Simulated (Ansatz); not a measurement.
Ta3⁺ (the lowest singlet isomer of a short search), 3 atoms. Hardware: 4 threads of Intel Xeon Platinum 8488C on a shared host.

In the def2 sets Ta takes a core potential; there is no spin–orbit coupling. Correlated methods freeze no core orbitals; core or outer-core shells of Ta are correlated, in sets that lack core-valence functions.

Problem. How many basis functions does each of these Ansatz runs have, and roughly what does it cost? ωB97M-V/def2-TZVP, charge 1 triplet, energy, from earlier orbitals; PBE0-D4/def2-TZVP, charge 0 doublet at the geometry of the charge 1 singlet, energy; PBE-D4/def2-TZVP, charge 1 triplet, energy, from earlier orbitals; LC-ωPBE/def2-TZVP, charge 1 singlet, energy, from earlier orbitals; ωB97M-V/def2-TZVP, charge 1 singlet, energy, from earlier orbitals; RPA@PBE/def2-TZVP, charge 1 quintet, energy, from earlier orbitals; LC-ωPBE/def2-TZVP, charge 1 triplet, energy, from earlier orbitals; PBE-D4/def2-TZVP, charge 1 quintet, energy, from earlier orbitals; ωB97X-V/def2-TZVP, charge 1 quintet, energy, from earlier orbitals; revPBE-D4/def2-TZVP, charge 1 singlet, energy, from earlier orbitals; CCSD(T)/def2-TZVPP, charge 1 singlet, energy, from earlier orbitals; r2SCAN-D4/def2-TZVP, charge 1 quintet, energy, from earlier orbitals.

Solution. Other jobs shared the machine, so times can vary by a factor of up to 3. A dash marks memory too small to be measured apart from the calling script's.

| run | functions | fitting or Cholesky vectors | wall time | peak host memory (GiB) |
| --- | --- | --- | --- | --- |
| revPBE-D4/def2-TZVP, charge 1 singlet, energy, from earlier orbitals | 120 | 1011 | 1.1 s | – |
| PBE-D4/def2-TZVP, charge 1 quintet, energy, from earlier orbitals | 120 | 1011 | 1.7 s | – |
| LC-ωPBE/def2-TZVP, charge 1 singlet, energy, from earlier orbitals | 120 | 1011 | 3 s | – |
| r2SCAN-D4/def2-TZVP, charge 1 quintet, energy, from earlier orbitals | 120 | 1011 | 3.2 s | – |
| RPA@PBE/def2-TZVP, charge 1 quintet, energy, from earlier orbitals | 120 | 1125 | 3.3 s | – |
| PBE-D4/def2-TZVP, charge 1 triplet, energy, from earlier orbitals | 120 | 1011 | 3.8 s | – |
| LC-ωPBE/def2-TZVP, charge 1 triplet, energy, from earlier orbitals | 120 | 1011 | 6 s | – |
| ωB97M-V/def2-TZVP, charge 1 singlet, energy, from earlier orbitals | 120 | 1038 | 14 s | – |
| ωB97X-V/def2-TZVP, charge 1 quintet, energy, from earlier orbitals | 120 | 1083 | 18 s | 0.75 |
| ωB97M-V/def2-TZVP, charge 1 triplet, energy, from earlier orbitals | 120 | 1038 | 23 s | 0.84 |
| PBE0-D4/def2-TZVP, charge 0 doublet at the geometry of the charge 1 singlet, energy | 120 | 1224 | 56 s | 0.55 |
| CCSD(T)/def2-TZVPP, charge 1 singlet, energy, from earlier orbitals | 168 | 1085 | 4 min | 2.2 |
